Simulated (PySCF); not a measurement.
SMILES c1c[se]c(-c2ccc[se]2)c1 at its GFN2-xTB optimised geometry (Å):

```
16

C      2.4095    -1.8416     0.0008
C      1.5410    -2.8857     0.0007
Se    -0.2293    -2.3337     0.0013
C      0.4331    -0.5686     0.0003
C     -0.4329     0.5690     0.0000
C     -1.8025     0.5690     0.0000
C     -2.4094     1.8416    -0.0003
C     -1.5412     2.8858    -0.0005
Se     0.2292     2.3341     0.0000
C      1.8028    -0.5689     0.0005
H      3.4787    -1.9716     0.0012
H      1.7904    -3.9312     0.0010
H     -2.3674    -0.3519     0.0002
H     -3.4787     1.9713    -0.0003
H     -1.7909     3.9312    -0.0007
H      2.3679     0.3518     0.0006
```

Method: PBE/def2-TZVP run with PySCF 2.14.0. Cells within 0.4 Å of a nucleus heavier than hydrogen are left out (blank, or x).

Map of the Laplacian of the electron density (e/bohr⁵), clipped to [-1.50, 1.50] on the plane z = 0.0 Å:

```
|5555555555555555555555555555555|
|5555555555555555555555555555555|
|5555555555555555555555555555555|
|5555555555555555555555555555555|
|5555555555555555555555555555555|
|5555555555205555555555555555555|
|5555555555325555555555555555555|
|55555555554x4555555555555555555|
|55555555554xx469975555555555555|
|555555555413449xx95555555555555|
|555555003x455599x95555555555555|
|555555544x455556755555555555555|
|5555555553255544555555555555555|
|5555555555xx34x4555555555555555|
|5555555554xx26x3555540555555555|
|5555555553255542455523555555555|
|5555555550455553x62xx4555555555|
|5555555555555554x43xx5555555555|
|5555555555555554455523555555555|
|555555555555557655554x445555555|
|55555555555559x995554x300555555|
|55555555555559xx944314555555555|
|555555555555579964xx45555555555|
|5555555555555555554x45555555555|
|5555555555555555555235555555555|
|5555555555555555555025555555555|
|5555555555555555555555555555555|
|5555555555555555555555555555555|
|5555555555555555555555555555555|
|5555555555555555555555555555555|
|5555555555555555555555555555555|
```
Scale: ten equal steps from -1.50 (start of '0') to 1.50 (end of '9'), in the order '0123456789'; x runs from -6.00 to 6.00, y from -6.00 (bottom) to 6.00 (top).
